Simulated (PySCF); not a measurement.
Compound: C₅H₉N₃.
SMILES with atom numbers: `[CH3:1][CH:2]([CH3:3])[n:4]1[cH:5][n:6][n:7][cH:8]1` (hydrogens: H9, H10, H11 on C1; H12 on C2; H13, H14, H15 on C3; H16 on C5; H17 on C8)

Torsions of this conformer, `[CH3:1][CH:2]([CH3:3])[n:4]1[cH:5][n:6][n:7][cH:8]1`: C1–C2–N4–C5 62°.

The closed-shell ground state was solved at several levels (PySCF, density fitting, gas phase, non-relativistic). One conformer (not necessarily the lowest) at the GFN2-xTB geometry, without solvent, vibrations or thermal averaging.

```json
{"level": "B3LYP/pcJ-1", "basis functions": "306", "HOMO (eV)": "-6.74", "LUMO (eV)": "0.23", "gap (eV)": "6.97", "dipole (D)": "6.46"}
{"level": "PBE0/def2-SVPD", "basis functions": "232", "HOMO (eV)": "-7.05", "LUMO (eV)": "0.28", "gap (eV)": "7.33", "dipole (D)": "6.50"}
```

Problem. Estimate the row for PBE0/pcSseg-1, a basis of 181 functions; the other rows only guide the guess.

Solution. HOMO -7.06 eV, LUMO 0.47 eV, gap 7.53 eV, dipole 6.53 D.

Problem. Over all these levels, which gives the widest orbital gap and which the narrowest?

Solution. PBE0/pcSseg-1 (global hybrid, 25 % exact exchange) has the widest, 7.53 eV, and B3LYP/pcJ-1 (global hybrid, 20 % exact exchange) the narrowest, 6.97 eV. Functional and basis both differ between the two, so the spread mixes both effects.

Problem. How far do the dipole and the HOMO energy spread over the levels?

Solution. The dipole runs from 6.46 to 6.53 D (mean 6.50 D) and the HOMO from -7.06 to -6.74 eV.
